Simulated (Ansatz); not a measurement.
Steps of a relaxation of C2H8S2Si (`CCSS[SiH3]`) with RKS PBE-D4/def2-SVP.

```sh
$ ansatz run in.yaml --threads 4 --pin off --events-out ev --progress --plain --max-ram 10444MiB
```

```yaml
crystal:
  periodic: [false, false, false]
  atoms:
    - {symbol: C, position_ang: [-1.730300, 0.883500, 0.950800]}
    - {symbol: C, position_ang: [-0.364600, 1.219100, 0.480600]}
    - {symbol: S, position_ang: [0.833000, 0.111300, 1.238600]}
    - {symbol: S, position_ang: [0.508600, -1.719800, 0.433300]}
    - {symbol: Si, position_ang: [1.686100, -1.670900, -1.330200]}
    - {symbol: H, position_ang: [-2.466000, 1.680300, 0.506900]}
    - {symbol: H, position_ang: [-1.842600, 0.992600, 2.032600]}
    - {symbol: H, position_ang: [-2.079900, -0.043300, 0.609700]}
    - {symbol: H, position_ang: [-0.091900, 2.261900, 0.810500]}
    - {symbol: H, position_ang: [-0.280500, 1.164800, -0.585100]}
    - {symbol: H, position_ang: [1.479500, -2.910200, -2.074200]}
    - {symbol: H, position_ang: [1.308400, -0.489200, -2.128600]}
    - {symbol: H, position_ang: [3.060700, -1.514700, -0.930100]}
basis:
  gaussian: {orbitals: def2-SVP}
hamiltonian: {xc: pbe, dispersion: d4}
relax: {f_tol: 0.03, max_steps: 200}
```

Positions (Å) and forces (eV/Å) along the path, 5 of 5 steps:

```xyz
13
step=1 energy=-31725.8710 eV
C    -1.730    0.883    0.951   -1.784    3.539   -0.348
C    -0.365    1.219    0.481    0.037    0.511    1.021
S     0.833    0.111    1.239    1.601    0.856    0.861
S     0.509   -1.720    0.433   -1.213   -1.308    0.254
Si    1.686   -1.671   -1.330   -0.186    0.614   -0.083
H    -2.466    1.680    0.507    0.790   -1.061    0.510
H    -1.843    0.993    2.033    0.057   -0.225    0.501
H    -2.080   -0.043    0.610   -0.612   -2.136   -0.562
H    -0.092    2.262    0.810    0.204   -0.536   -0.148
H    -0.281    1.165   -0.585    0.204    0.048   -1.390
H     1.480   -2.910   -2.074   -0.173   -0.700   -0.379
H     1.308   -0.489   -2.129   -0.174    0.351   -0.424
H     3.061   -1.515   -0.930    1.250    0.046    0.186
13
step=2 energy=-31726.2709 eV
C    -1.762    0.900    0.928   -0.564    0.966   -0.130
C    -0.341    1.163    0.483    0.140    0.680    0.321
S     0.943    0.131    1.265   -0.052   -0.033    0.073
S     0.400   -1.743    0.475    0.245   -0.191   -0.117
Si    1.672   -1.584   -1.283   -0.326   -0.113    0.047
H    -2.472    1.656    0.473    0.480   -0.395    0.169
H    -1.864    0.999    2.022   -0.001   -0.120    0.176
H    -2.112   -0.083    0.611   -0.107   -0.588   -0.070
H    -0.017    2.189    0.782   -0.056   -0.079   -0.080
H    -0.230    1.104   -0.608    0.065   -0.055   -0.376
H     1.406   -2.857   -2.015    0.012   -0.206   -0.196
H     1.278   -0.431   -2.156   -0.063    0.116    0.011
H     3.120   -1.478   -0.965    0.228    0.020    0.171
13
step=3 energy=-31726.3198 eV
C    -1.781    0.924    0.942   -0.155    0.072   -0.016
C    -0.359    1.234    0.501   -0.071   -0.047   -0.159
S     0.923    0.151    1.238    0.089   -0.156    0.030
S     0.433   -1.769    0.459    0.015    0.186    0.023
Si    1.689   -1.648   -1.312   -0.044    0.057    0.023
H    -2.496    1.645    0.487    0.059   -0.023   -0.006
H    -1.887    0.995    2.043    0.019   -0.052   -0.006
H    -2.089   -0.093    0.620    0.073    0.024    0.048
H    -0.040    2.251    0.822    0.033   -0.057    0.031
H    -0.247    1.197   -0.603   -0.025    0.018    0.010
H     1.453   -2.923   -2.080    0.011    0.008    0.012
H     1.280   -0.471   -2.158    0.025   -0.025    0.016
H     3.142   -1.528   -0.943   -0.030   -0.005   -0.006
13
step=4 energy=-31726.3244 eV
C    -1.776    0.919    0.935   -0.066    0.012   -0.003
C    -0.353    1.221    0.493   -0.017    0.043   -0.041
S     0.930    0.148    1.247    0.019   -0.093   -0.019
S     0.424   -1.757    0.468    0.018    0.053    0.016
Si    1.674   -1.632   -1.304   -0.011    0.005    0.015
H    -2.487    1.635    0.473    0.018   -0.006   -0.011
H    -1.881    0.991    2.037    0.014   -0.020   -0.007
H    -2.077   -0.103    0.623    0.031    0.009    0.023
H    -0.029    2.237    0.813    0.004   -0.005    0.005
H    -0.239    1.182   -0.611   -0.008   -0.004    0.014
H     1.439   -2.906   -2.074    0.003    0.012    0.004
H     1.271   -0.454   -2.150    0.007   -0.005    0.010
H     3.125   -1.516   -0.934   -0.012    0.000   -0.004
13
step=5 energy=-31726.3252 eV
C    -1.776    0.916    0.934    0.005    0.005    0.017
C    -0.354    1.222    0.489    0.021   -0.002   -0.003
S     0.933    0.146    1.243   -0.010    0.011   -0.007
S     0.425   -1.757    0.473   -0.016    0.006   -0.005
Si    1.670   -1.629   -1.300    0.013    0.007   -0.004
H    -2.491    1.617    0.455    0.000   -0.001    0.002
H    -1.879    1.005    2.033   -0.012   -0.001    0.002
H    -2.063   -0.114    0.642    0.006   -0.007   -0.005
H    -0.028    2.236    0.811   -0.005    0.000   -0.004
H    -0.244    1.182   -0.615    0.007   -0.007   -0.002
H     1.421   -2.891   -2.083    0.002   -0.005   -0.003
H     1.284   -0.438   -2.135   -0.011   -0.002    0.011
H     3.122   -1.531   -0.932    0.001   -0.003    0.000
```

It took 18 s on 4 threads of an Intel Xeon on a shared host, with 0.19 GiB of host memory at the peak.
